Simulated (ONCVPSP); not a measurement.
**Scattering properties, ONCV potential for Cu (Z = 29)**

| Item | Value |
| --- | --- |
| Element | copper (Cu) |
| Generator | ONCVPSP 4.0.1 |
| Type | optimised norm-conserving Vanderbilt (ONCV) |
| Functional | PBE |
| Relativity | scalar-relativistic |
| Frozen core | [Ne] |
| Valence charge | 19 |
| Reference configuration | 3s2 3p6 3d9 4s2 |
| Partial waves | 3s+4s: rc 0.95 bohr, ncon 4, nbas 8, qcut 9.7 1/bohr, 3 projectors, debl 1.2 Ha; 3p: rc 0.65 bohr, ncon 4, nbas 7, qcut 15.2 1/bohr, 2 projectors, debl 3.2 Ha; 3d: rc 1.35 bohr, ncon 4, nbas 8, qcut 10 1/bohr, 3 projectors, debl 2.9 Ha |
| Local potential | polynomial inside 0.50 bohr (lpopt 2, dvloc0 0 Ha) |
| Core correction | Teter function, fcfact 4.5, rcfact 1.1 |

The phase is arctan(r·R′/R) of the radial function R(r), unwrapped; energies in Ha, scanned from -6 to 5 Ha. A pole is an energy at which the radial function vanishes at the test radius. The pseudo phase is shifted by a multiple of π to meet the all-electron one at the reference energy, and phase errors are pseudo minus all-electron; the curves can meet again beyond the range given. Levels narrower than the energy grid can be missing from the lists of poles.

Problem. For each channel, where are the poles, and over which energies does the pseudopotential scatter like the atom?

Solution.

```
channel  radius (bohr)  reference energy (Ha)  poles, all-electron  poles, pseudo  unbroken range about the reference energy with phases within 0.05 rad  phase error 1 Ha above the reference energy (rad)
      s           0.96                  -0.21                -1.74          -1.74                                                        the whole range                                             +0.000
      p           0.66                  -2.84                 none           none                                                        the whole range                                             +0.000
      d           1.37                  -0.35                 0.31           0.31                                                        the whole range                                             +0.000
```

Note: ghosts flagged at negative energy: s at -20948.5 eV; GHOST(+) flags only above 600 eV. A true bound ghost makes a file unfit for plane-wave use.

Phases in the s channel:

```csv
E (Ha),all-electron,pseudo
-5.96,-0.570,-0.570
-5.40,-0.903,-0.903
-4.84,-1.123,-1.123
-4.28,-1.268,-1.268
-3.72,-1.369,-1.369
-3.16,-1.444,-1.444
-2.60,-1.502,-1.502
-2.04,-1.549,-1.549
-1.48,-1.589,-1.589
-0.92,-1.624,-1.624
-0.36,-1.656,-1.656
0.20,-1.687,-1.687
0.76,-1.717,-1.717
1.32,-1.748,-1.748
1.88,-1.779,-1.779
2.44,-1.813,-1.813
3.00,-1.851,-1.851
3.56,-1.893,-1.893
4.12,-1.943,-1.943
4.68,-2.003,-2.003
```
